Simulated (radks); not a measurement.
Numerical settings for the technetium ion Tc+, [Kr] 4d5 5s1. Method: Dirac Kohn-Sham, PBEsol, spin-unpolarised, spherical densities, finite nucleus; open shells are shared between the two j in proportion to 2j + 1; Fermi nuclear charge, rms radius 4.4112 fm; computed with a radial shooting solver on a logarithmic mesh with Libxc functionals. The defaults (mesh step 0.008 in ln r, mesh end at 40 bohr or more with all orbitals vanishing there, Anderson mixing 0.5 over 9 steps, residual threshold near 1e-9 with the energy settled to 1e-9 hartree or 1e-11 of itself, here a cap of 67 iterations) give E = -4283.6552 hartree and 5s1/2 at -11.429 eV in 15 iterations. Run on one thread of a shared host, so times are rough (Arm Neoverse N1): 0.16 s of CPU time, 0.16 s wall, 15 iterations on 2314 mesh points. Changes against that run (0 stands for a change within the tolerance of the run):

setting                    iterations  converged  E (mhartree)  e(5s1/2) (meV)  CPU (s)
mesh step in ln r 0.08              4         no      diverged               -     0.02
mesh step in ln r 0.03             15        yes     +0.000449               0     0.06
mesh step in ln r 0.003            15        yes             0               0      0.4
mesh end (bohr) 12                 15        yes      +0.00136          +0.135     0.15
mesh end (bohr) 400                15        yes             0               0     0.17
residual threshold 1e-16           67         no             0               0     0.39
residual threshold 0.1              9        yes             0          +0.255     0.12
mixing 2.5                         16        yes             0               0     0.17
linear mixing, mixing 1            67         no     +7.57e+03       -4.29e+04      1.4
linear mixing, mixing 0.2          67         no             0               0     0.51
mixing history 2                   19        yes             0               0     0.18
iteration cap 3                     3         no         +6.56            -905     0.04

No run marked as converged misses the energy by more than 1 mhartree. A mesh that ends early acts as a hard wall.
